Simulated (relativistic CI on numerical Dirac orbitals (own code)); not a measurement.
## Ni3+ in a cubic cluster: L2,3 absorption with charge transfer

Computed with a charge-transfer multiplet model of a cubic metal-ligand cluster with up to 3 ligand holes, Slater and spin-orbit integrals from Dirac-Coulomb-Breit ions, Slater integrals scaled by 0.8. The ground state mixes d7 with configurations of k ligand holes L, whose averages lie at kΔ + k(k − 1)U_dd/2; a core hole lowers each added d electron by U_cd. 300 K, Lorentzian 0.4 eV and Gaussian 0.3 eV FWHM.

Atomic integrals in eV (Slater integrals scaled, ζ unscaled), ground: F2dd 10.578, F4dd 6.603, zeta_d 0.089; with the core hole: F2dd 11.178, F4dd 6.982, zeta_d 0.114, zeta_core 11.406, F2cd 6.704, G1cd 5.115, G3cd 2.909.

Cluster parameters (eV): Δ = 1.1, U_cd = 8.8, 10Dq = 0.85, 10Dq(ligand) = 1.5, V(eg) = 1.45, V(t2g) = -0.76, final-state hopping factor = 1.

```
         Case   n_d    d7   d8L  d9L2  d10L3     S
U_dd = 5.5 eV  7.32  0.69  0.29  0.01   0.00  1.50
U_dd = 6.9 eV  7.31  0.70  0.29  0.01   0.00  1.50
U_dd = 7.6 eV  7.31  0.70  0.29  0.01   0.00  1.50
  U_dd = 9 eV  7.30  0.71  0.28  0.01   0.00  1.50
U_dd = 9.7 eV  7.30  0.71  0.28  0.01   0.00  1.50
```

Weights, n_d and S are thermal averages at 300 K. Photon energies count from the first peak over 30 % of the highest in each spectrum, which can be another peak from case to case. The parameters are a model scan and need not match a compound or its usual spin state. Peaks in eV (height, largest 100):
- U_dd = 5.5 eV: 0.0 (74), 1.5 (100), 4.5 (40), 5.3 (36), 6.4 (37), 7.8 (8), 8.6 (7), 19.4 (19), 19.9 (20), 20.3 (21), 23.3 (12)
- U_dd = 6.9 eV: 0.0 (64), 1.8 (100), 2.6 (77), 4.7 (28), 5.5 (20), 8.0 (6), 19.6 (19), 20.2 (22), 20.6 (23), 23.2 (5)
- U_dd = 7.6 eV: 0.0 (61), 1.8 (100), 2.7 (88), 3.7 (29), 4.9 (19), 19.3 (19), 20.3 (23), 20.7 (23)
- U_dd = 9 eV: 0.0 (55), 2.0 (93), 3.1 (100), 5.6 (11), 19.4 (22), 20.0 (24), 20.6 (25)
- U_dd = 9.7 eV: 0.0 (52), 1.5 (80), 2.1 (90), 3.2 (100), 5.0 (13), 19.4 (22), 20.1 (26), 20.7 (23)

Curve for U_dd = 9 eV (points under 2 left out, the grid thinned):

E (eV), Intensity and a bar:
```
     -1.7        2.1 
     -1.4        2.8 
     -1.1        3.9 #
     -0.8        6.3 #
     -0.4       18.5 #####
     -0.1       49.7 ###############
      0.2       42.1 #############
      0.5       25.8 #######
      0.8       45.4 ##############
      1.1       73.0 ######################
      1.5       80.4 #########################
      1.8       87.2 ###########################
      2.1       87.3 ###########################
      2.4       55.0 #################
      2.7       58.8 ##################
      3.0       97.7 ##############################
      3.4       52.2 ################
      3.7       28.0 ########
      4.0       22.9 #######
      4.3       20.0 ######
      4.6       15.4 ####
      4.9       11.9 ###
      5.3       10.1 ###
      5.6       11.0 ###
      5.9        8.9 ##
      6.2        6.4 #
      6.5        4.8 #
      6.8        4.1 #
      7.1        3.8 #
      7.5        2.5 
     18.0        2.1 
     18.3        3.6 
     18.6        4.1 #
     18.9        7.7 ##
     19.2       18.7 #####
     19.6       19.8 ######
     19.9       23.1 #######
     20.2       21.3 ######
     20.5       24.0 #######
     20.8       20.7 ######
     21.1       14.0 ####
     21.5        9.4 ##
     21.8        5.9 #
     22.1        3.6 
     22.4        2.2
```

For the case U_dd = 7.6 eV, Δ = 1.1 eV is smaller than U_dd = 7.6 eV, the charge-transfer side of the Zaanen-Sawatzky-Allen scheme. With the core hole the configuration with one ligand hole lies at Δ + U_dd − U_cd = -2.2, -0.8, -0.1, 1.3, 2.0 eV from the one without, in the order of the table; where this is negative the screened configuration lies lower, though the effective hopping of about 2.0 eV (from the holes of the mixed ground state) mixes the two strongly wherever it is as large as the gap.
